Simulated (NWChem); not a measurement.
System: C₃H₅NS; SMILES [C@@H]1(C)N=CS1

Input file for NWChem:

```
start job
memory heap 200 mb stack 900 mb global 1100 mb
geometry units angstroms noautosym nocenter noautoz
  C     -0.435965    -1.857547     0.296562
  C      0.031979    -0.650818    -0.467803
  N      1.345796    -0.154734    -0.096479
  C      0.946226     1.011649     0.244188
  S     -0.793516     0.981387    -0.012725
  H     -0.396183    -1.673101     1.379576
  H      0.225805    -2.706567     0.062804
  H     -1.464361    -2.129891     0.017979
  H     -0.046158    -0.785758    -1.559022
  H      1.558242     1.847086     0.608109
end
basis spherical
  * library def2-svp
end
dft
  xc pbe0
  iterations 150
end
cosmo
  dielec 37.5
end
task dft energy
```

Structure relaxed at the PBE0/def2-SVP level.

Level: PBE0/def2-SVP with COSMO at NWChem's default radii, gas-phase geometry; the question gives the dielectric constant.

Predict the main results of this run. (PBE0/def2-SVP, COSMO on the gas-phase geometry.) Quantities: electrostatic solvation energy (kcal/mol); dipole in solution (D).


| Quantity | Result |
|---|---|
| electrostatic solvation energy (kcal/mol) | -4.8 |
| dipole in solution (D) | 1.19 |
